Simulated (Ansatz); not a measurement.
## What each rung costs, and what it gives

Saddle point of GeH6OF2, closed shell (GeH₄O ([OH][GeH3]) + HF + HF → GeH₃F ([F][GeH3]) + H₂O + HF; bonds formed: Ge1–F7, O2–H8, H6–F9; bonds broken: Ge1–O2, H6–F7, H8–F9), PBE0-D4/def2-TZVP structure:

```
10
angstrom
Ge -0.9689 -0.6069 -0.3528
O -0.1294 1.0650 0.2549
H -0.4079 -1.2023 -1.6450
H -1.5406 -1.4768 0.7624
H -2.1518 0.3148 -0.8142
H 1.7061 -0.3675 0.5546
F 0.8473 -1.2221 0.4451
H 0.9004 1.0572 0.4004
F 2.1911 0.5876 0.5925
H -0.4463 1.8510 -0.1977
```

Barriers are electronic and count from the start structure reached by relaxing down the imaginary mode.

Computed with Ansatz 0.2.0 (basis: as named in each row); correlated methods freeze the cores. Filled d shells of the heavier atoms are correlated. The def2 sets are not built for correlating such inner shells, so the correlated values are less sure here. B3LYP uses VWN-RPA correlation. Extrapolation: Hartree–Fock as exp(−7.88 √X), correlation as X^−2.97.

Times are rough, for one single point on 8 threads of a shared host (Intel Xeon Platinum 8259CL).

The estimate by CCSD(T) at an estimated basis limit (MP2 extrapolated from triple and quadruple zeta, plus CCSD(T) − MP2 in triple zeta) is 68.7 kJ/mol.

| method | basis | time (s) | barrier (kJ/mol) | method less estimate |
| --- | --- | --- | --- | --- |
| HF | STO-3G | under 1 | 86.1 | 17.4 |
| PBE-D4 | STO-3G | under 1 | -98.5 | -167.2 |
| SPW92 | def2-SVP | under 1 | -4.6 | -73.3 |
| PBE-D4 | def2-SVP | under 1 | 27.0 | -41.7 |
| B3LYP-D4 | 6-31G | under 1 | 9.0 | -59.7 |
| PBE0-D4 | def2-SVP | under 1 | 39.5 | -29.2 |
| SPW92 | def2-TZVPP | under 1 | 15.1 | -53.6 |
| PBE-D4 | def2-TZVPP | under 1 | 45.5 | -23.2 |
| BLYP-D4 | def2-TZVPP | under 1 | 53.7 | -15.1 |
| B3LYP-D4 | def2-TZVPP | 1 | 59.0 | -9.7 |
| BHLYP-D4 | def2-TZVPP | 1 | 66.8 | -1.9 |
| PBE0-D4 | def2-TZVPP | 1 | 54.7 | -14.0 |
| CAM-B3LYP-D4 | def2-TZVPP | 2 | 55.1 | -13.6 |
| r2SCAN-D4 | def2-TZVPP | 2 | 46.1 | -22.6 |
| r2SCAN0-D4 | def2-TZVPP | 2 | 53.9 | -14.8 |
| wB97M-V | def2-SVP | 2 | 38.0 | -30.7 |
| PBE-QIDH | def2-TZVPP | 2 | 61.0 | -7.7 |
| RPA on PBE | def2-TZVPP | 2 | 65.3 | -3.4 |
| B2PLYP | def2-TZVPP | 3 | 62.7 | -6.0 |
| wB97X-V | def2-TZVPP | 3 | 57.7 | -11.0 |
| B97M-V | def2-TZVPP | 3 | 55.9 | -12.8 |
| CCSD(T) | def2-SVP | 3 | 62.3 | -6.4 |
| wB97M-V | def2-TZVPP | 3 | 55.1 | -13.6 |
| MP2 | def2-QZVPP | 10 | 67.0 | -1.7 |
| CCSD(T) | def2-TZVPP | 57 | 66.4 | -2.3 |

All methods are single points on the PBE0-D4 structures; a negative value means that the method puts the saddle structure below the start.

T1 diagnostic: at most 0.012.

Steps of this kind, hydrogen fluoride cutting a network bond, underlie vapour etching and the fluorination step of atomic layer etching.

Labels in which every atom is bracketed show which atoms are joined, not bond orders.
